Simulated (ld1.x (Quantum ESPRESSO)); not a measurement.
# Before and after: TM semilocal potential for Au

ld1.x (Quantum ESPRESSO) 7.5 input, shortened:

```
&input
   title='Au', zed=79., rel=1, dft='PZ', iswitch=3,
   config='[Xe] 4f14 5d10 5f-2 6s0.5 6p0'
 /
 &inputp
   pseudotype=1, tm=.true., lloc=2,
   nlcc=.true.
 /
4
6S  1  0   0.50   0.00  1.80  1.80  0.0
5P  2  1   6.00   0.00  1.20  1.20  0.0
5F  4  3  -2.00   0.05  1.60  1.60  0.0
5D  3  2  10.00   0.00  1.40  1.40  0.0
 &test
   configts(1)='5p6 5d10 6s0.5 6p0'
 /
```

All-electron outer shells of the reference configuration (LDA (PZ), scalar-relativistic, ld1.x):

| shell | level (eV) | outermost node (bohr) | outermost maximum (bohr) |
| --- | --- | --- | --- |
| 5s | -112.91 | 0.48 | 0.84 |
| 4f | -85.70 | – | 0.37 |
| 5p | -64.22 | 0.52 | 0.96 |
| 5d | -11.23 | 0.56 | 1.21 |
| 6s | -9.74 | 1.11 | 2.27 |
| 6p | -3.74 | 1.32 | 3.18 |

Change: reference 5p6 5d10 6s0.75 6p0.25 (6p counted twice).

Cutoffs: the cutoffs (Ry, on a coarse ladder) from which the occupation-weighted sum of valence levels, in a spherical-Bessel basis at the reference potential, stays within 10 and 1 mRy of its value at 400 Ry; they do not see the model core or the augmentation charge, which bear on the density cutoff. Errors are all-electron minus pseudo energies relative to the spin-unpolarised reference configuration.

Q: What does the change do?

A: The potential gets neither clearly harder nor softer (140 Ry and 200 Ry → 140 Ry and 200 Ry); the p channel sets the loose cutoff, while the largest relative change is in s, which becomes softer; neither file shows a bound ghost. A semilocal file is local in each channel, so a ghost entry of none says nothing of the separable form that plane-wave codes build from it. In the changed file ld1.x takes every shell without a wave as core, so the model core holds the 6p electrons as well and exchange and correlation see them twice. This cancels in the reference configuration, but the file is broken for other ones, and its errors say nothing about a proper core correction.

| quantity | base | changed |
| --- | --- | --- |
| cutoff, loose | 140 Ry | 140 Ry |
| cutoff, tight | 200 Ry | 200 Ry |
| loose cutoff by channel (10 mRy a level) | s 21 Ry, p 70 Ry, d 35 Ry | s 18 Ry, p 70 Ry, d 35 Ry |
| bound ghosts | none | none |
| largest error over its own tests, meV | -115 | -169 |
| s: phases at 1.94 bohr within 0.05 rad from the reference energy up to (Ry; the scan ends near 5) | 0.1 | 0.3 |
| p: phases at 1.94 bohr within 0.05 rad from the reference energy up to (Ry; the scan ends near 5) | 1.5 | 1.7 |
| d: phases at 1.94 bohr within 0.05 rad from the reference energy up to (Ry; the scan ends near 5) | to the end of the scan | to the end of the scan |
| f: phases at 1.94 bohr within 0.05 rad from the reference energy up to (Ry; the scan ends near 5) | 2.5 | 2.6 |
